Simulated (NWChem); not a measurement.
System: C₄H₅Cl; SMILES ClC1=CCC1

NWChem printed, in part:

```
             Northwest Computational Chemistry Package (NWChem) 7.3.0
             --------------------------------------------------------

 CS  symmetry detected

                             Geometry "geometry" -> ""
                             -------------------------

 Output coordinates in angstroms (scale by  1.889725989 to convert to a.u.)

  No.       Tag          Charge          X              Y              Z
 ---- ---------------- ---------- -------------- -------------- --------------
    1 Cl                  17.0000    -0.00104126    -1.77387354     0.00000000
    2 C                    6.0000    -0.06053997    -0.06243148     0.00000000
    3 C                    6.0000    -1.05969932     0.83070033     0.00000000
    4 C                    6.0000    -0.09544127     1.99595008     0.00000000
    5 C                    6.0000     1.05416301     0.94319606     0.00000000
    6 H                    1.0000    -2.14785149     0.75348506     0.00000000
    7 H                    1.0000    -0.12569664     2.63715645    -0.89617800
    8 H                    1.0000    -0.12569664     2.63715645     0.89617800
    9 H                    1.0000     1.69302573     0.94178114    -0.89731900
   10 H                    1.0000     1.69302573     0.94178114     0.89731900

 Effective nuclear repulsion energy (a.u.)     201.5859641693

      Symmetry information
      --------------------

 Group name             Cs
 Group number              2
 Group order               2
 No. of unique centers     8

  pbe96 is a nonlocal functional; adding pw91lda local functional.

                                 NWChem DFT Module
                                 -----------------

 Summary of "ao basis" -> "ao basis" (spherical)
 ------------------------------------------------------------------------------
       Tag                 Description            Shells   Functions and Types
 ---------------- ------------------------------  ------  ---------------------
 Cl                        def2-tzvp                13       37   5s5p2d1f
 C                         def2-tzvp                11       31   5s3p2d1f
 H                         def2-tzvp                 4        6   3s1p

      Symmetry analysis of basis
      --------------------------

        a'        126
        a"         65

            General Information
            -------------------
          SCF calculation type: DFT
          Wavefunction type:  closed shell.
          No. of atoms     :    10
          No. of electrons :    46
           Alpha electrons :    23
            Beta electrons :    23
          Charge           :     0
          Spin multiplicity:     1
          Use of symmetry is: on ; symmetry adaption is: on
          Maximum number of iterations: 150
          AO basis - number of functions:   191
                     number of shells:    77
          Convergence on energy requested:  1.00D-06
          Convergence on density requested:  1.00D-05
          Convergence on gradient requested:  5.00D-04

              XC Information
              --------------
          PerdewBurkeErnzerhof Exchange Functional  1.000
            Perdew 1991 LDA Correlation Functional  1.000 local
           PerdewBurkeErnz. Correlation Functional  1.000 non-local

             Grid Information
             ----------------
          Grid used for XC integration:  medium
          Radial quadrature: Mura-Knowles
          Angular quadrature: Lebedev.
          Tag              B.-S. Rad. Rad. Pts. Rad. Cut. Ang. Pts.
          ---              ---------- --------- --------- ---------
          Cl                  1.00       88          12.0       590
          C                   0.70       49          11.0       434
          H                   0.35       45          11.0       434
          Grid pruning is: on
          Number of quadrature shells:   419
          Spatial weights used:  Erf1

      Superposition of Atomic Density Guess
      -------------------------------------

 Sum of atomic energies:        -612.66204741

      Non-variational initial energy
      ------------------------------

 Total energy =    -615.777127
 1-e energy   =   -1239.543533
 2-e energy   =     422.180442
 HOMO         =      -0.271213
 LUMO         =       0.029216

      Symmetry analysis of molecular orbitals - initial
      -------------------------------------------------

  Numbering of irreducible representations:

     1 a'          2 a"

  Orbital symmetries:

     1 a'          2 a'          3 a'          4 a'          5 a'
     6 a'          7 a'          8 a'          9 a"         10 a'
    11 a'         12 a'         13 a'         14 a'         15 a'
    16 a"         17 a'         18 a"         19 a"         20 a'
    21 a'         22 a'         23 a"         24 a"         25 a'
    26 a'         27 a'         28 a'         29 a"         30 a'
    31 a'         32 a"         33 a'

------------------------------------------------------------
EAF file 0: "./job.aoints.0" size=442499072 bytes
------------------------------------------------------------
               write      read    awrite     aread      wait
               -----      ----    ------     -----      ----
     calls:      844         0         0         0         0
   data(b): 4.42e+08  0.00e+00  0.00e+00  0.00e+00
   time(s): 0.00e+00  0.00e+00  0.00e+00  0.00e+00  0.00e+00
rate(mb/s): 0.00e+00  0.00e+00
------------------------------------------------------------

     ---------------------------------------------
      Total Density - Mulliken Population Analysis
     ---------------------------------------------

    Atom       Charge   Shell Charges
 -----------   ------   -------------------------------------------------------
    1 Cl  17    17.17   2.01  0.45  1.52  1.10  0.81  4.19  1.69  1.09  2.84  1.42  0.01  0.03  0.00
    2 C    6     5.80   0.86  1.12  0.54  0.60  0.14  1.03  1.18  0.18  0.03  0.11  0.01
    3 C    6     6.25   0.86  1.12  0.58  0.59  0.13  1.22  1.32  0.36  0.02  0.05  0.01
    4 C    6     6.25   0.86  1.12  0.54  0.68  0.06  1.20  1.34  0.35  0.02  0.07  0.01
    5 C    6     6.28   0.86  1.12  0.55  0.69  0.05  1.21  1.34  0.37  0.02  0.07  0.01
    6 H    1     0.84   0.23  0.45  0.13  0.02
    7 H    1     0.85   0.24  0.45  0.14  0.02
    8 H    1     0.85   0.24  0.45  0.14  0.02
    9 H    1     0.85   0.24  0.45  0.13  0.02
   10 H    1     0.85   0.24  0.45  0.13  0.02

   convergence    iter        energy       DeltaE   RMS-Dens  Diis-err
 ---------------- ----- ----------------- --------- --------- ---------
 d= 0,ls=0.0,diis     1   -615.1905255875 -8.17D+02  5.77D-03  1.26D+00
 d= 0,ls=0.0,diis     2   -615.1712880060  1.92D-02  4.38D-03  6.98D-01
 d= 0,ls=0.0,diis     3   -615.1351187385  3.62D-02  2.77D-03  9.03D-01
 d= 0,ls=0.0,diis     4   -615.2502444150 -1.15D-01  9.28D-04  2.77D-02
 d= 0,ls=0.0,diis     5   -615.2534748691 -3.23D-03  3.38D-04  6.17D-03
  Resetting Diis
 d= 0,ls=0.0,diis     6   -615.2542852034 -8.10D-04  6.45D-05  1.90D-04
 d= 0,ls=0.0,diis     7   -615.2543025361 -1.73D-05  5.13D-05  3.29D-05
 d= 0,ls=0.0,diis     8   -615.2542940955  8.44D-06  3.32D-05  9.99D-05
 d= 0,ls=0.0,diis     9   -615.2543065781 -1.25D-05  5.44D-06  8.41D-07
 d= 0,ls=0.0,diis    10   -615.2543066626 -8.46D-08  1.04D-06  1.47D-07

         Total DFT energy =     -615.254306662648
      One electron energy =    -1243.727141588962
           Coulomb energy =      478.303326140585
    Exchange-Corr. energy =      -51.416455383573
 Nuclear repulsion energy =      201.585964169303

 Numeric. integr. density =       46.000012370730

                  Occupations of the irreducible representations
                  ----------------------------------------------

                     irrep           alpha         beta
                     --------     --------     --------
                     a'               18.0         18.0
                     a"                5.0          5.0

                       DFT Final Molecular Orbital Analysis
                       ------------------------------------

 Vector   21  Occ=2.000000D+00  E=-3.062925D-01  Symmetry=a'
              MO Center= -1.8D-01,  9.4D-01, -1.1D-15, r^2= 3.0D+00
   Bfn.  Coefficient  Atom+Function         Bfn.  Coefficient  Atom+Function
  ----- ------------  ---------------      ----- ------------  ---------------
   105      0.232887   4 C  px              136     -0.198964   5 C  px
   108      0.183676   4 C  px               74     -0.174441   3 C  px
    75     -0.172673   3 C  py              163      0.155142   6 H  s
    78     -0.141056   3 C  py               77     -0.131503   3 C  px
    15      0.126976   1 Cl px               16     -0.126852   1 Cl py

 Vector   22  Occ=2.000000D+00  E=-2.678302D-01  Symmetry=a'
              MO Center=  5.4D-02, -1.2D+00, -4.2D-16, r^2= 2.5D+00
   Bfn.  Coefficient  Atom+Function         Bfn.  Coefficient  Atom+Function
  ----- ------------  ---------------      ----- ------------  ---------------
    15      0.483933   1 Cl px               18      0.339152   1 Cl px
    12      0.234688   1 Cl px                6     -0.189891   1 Cl px
    43     -0.135476   2 C  px              137      0.131667   5 C  py
   140      0.106565   5 C  py               46     -0.089298   2 C  px
   136      0.087570   5 C  px                9     -0.086508   1 Cl px

[...]
```

Level: PBE/def2-TZVP. The geometry was optimised at PBE0/def2-SVP.

Question: Which NWChem input produces such a log?

Answer: One answer among several that fit: the input that was run:
```
start job
memory heap 200 mb stack 900 mb global 1100 mb
geometry units angstroms noautoz
  Cl    -0.008514    -1.775549     0.000000
  C     -0.064211    -0.063979     0.000000
  C     -1.061384     0.831370     0.000000
  C     -0.094540     1.994475     0.000000
  C      1.052723     0.939170     0.000000
  H     -2.149705     0.756572     0.000000
  H     -0.123371     2.635747    -0.896178
  H     -0.123371     2.635747     0.896178
  H      1.691581     0.936336    -0.897319
  H      1.691581     0.936336     0.897319
end
basis spherical
  * library def2-tzvp
end
dft
  xc xpbe96 cpbe96
  iterations 150
  semidirect filesize 400000000
  mulliken
end
task dft energy
```
